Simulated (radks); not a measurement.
Task: N I, configuration [He] 2s2 2p3. Method: scalar-relativistic Kohn-Sham, XLYP, spin-polarised, spherical densities, finite nucleus; open shells are filled with parallel spins first; Fermi nuclear charge, rms radius 2.5582 fm; computed with a radial shooting solver on a logarithmic mesh with Libxc functionals. Some entries of the table are withheld. Estimate them.

orbital  occ.  eigenvalue (hartree)  <r> (bohr)  <1/r> (bohr^-1)
1s up       1             -14.14989      0.2300            6.637
1s down     1             -14.09812      0.2293            6.652
2s up       1              -0.72047       1.303            1.120
2s down     1              -0.57142       1.371            1.069
2p up       3              -0.29809         (1)              (2)

Result: 
(1) 2p up <r> (bohr): 1.434
(2) 2p up <1/r> (bohr^-1): 0.9634
